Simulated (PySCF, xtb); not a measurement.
Al(Br)2(OMe) (CH3AlBr2O), SMILES C[O][Al]([Br])[Br].

GFN2-xTB (xtb 6.7.1) at its own geometry gives an orbital gap of 4.14 eV and a dipole moment of 4.43 D.

Coordinates come from a PBE0-D3(BJ)/def2-SVP optimisation. One conformer was computed; it need not be the lowest.

Task: What does PBE/def2-TZVP (PySCF) give? (An estimate is asked for; the answer gives what the named calculation found.)

Result: gap 5.10 eV (levels -7.05 and -1.95 eV), dipole 1.51 D.
